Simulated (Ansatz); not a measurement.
Cl2FH3OSSi2, SMILES `O[SiH2]S[Si](F)(Cl)Cl`. The species carries charge 0 and has multiplicity 1. The structure was optimised at the PBE0-D4/def2-TZVP level. It is one conformer, not always the lowest.

```xyz
10

O    -0.016   -2.095   -0.824
Si   -0.812   -0.704   -1.133
S     0.494    1.023   -1.141
Si    0.721    1.188    0.929
F     0.870   -0.268    1.563
Cl   -0.858    2.039    1.871
Cl    2.397    2.233    1.357
H     0.404   -2.180    0.035
H    -1.882   -0.445   -0.142
H    -1.319   -0.791   -2.515
```

**Question.** What is the dipole moment at ωB97M-V/def2-TZVPP? (Best estimate.)

**Answer.** The calculation gave: 0.56 D, with components (-0.49, -0.26, 0.11) D in this frame, pointing from negative to positive charge.

**Question.** And with PBE, r2SCAN, B3LYP? (Best estimate.)

**Answer.** Ansatz gave: PBE 0.55 D, r2SCAN 0.59 D, B3LYP 0.56 D.

**Question.** Give the Mulliken charges with ωB97M-V, r2SCAN, B3LYP in def2-TZVPP. (Estimate.)

**Answer.** Computed: 
```
atom  ωB97M-V  r2SCAN  B3LYP
  O1    -0.36   -0.39  -0.37
 Si2     0.40    0.53   0.51
  S3    -0.24   -0.30  -0.28
 Si4     0.62    0.75   0.73
  F5    -0.29   -0.30  -0.30
 Cl6    -0.15   -0.19  -0.19
 Cl7    -0.15   -0.18  -0.18
  H8     0.19    0.21   0.20
  H9    -0.02   -0.07  -0.06
 H10     0.00   -0.06  -0.05
```

B3LYP here is the variant with VWN-RPA as its local correlation; programs differ in this.
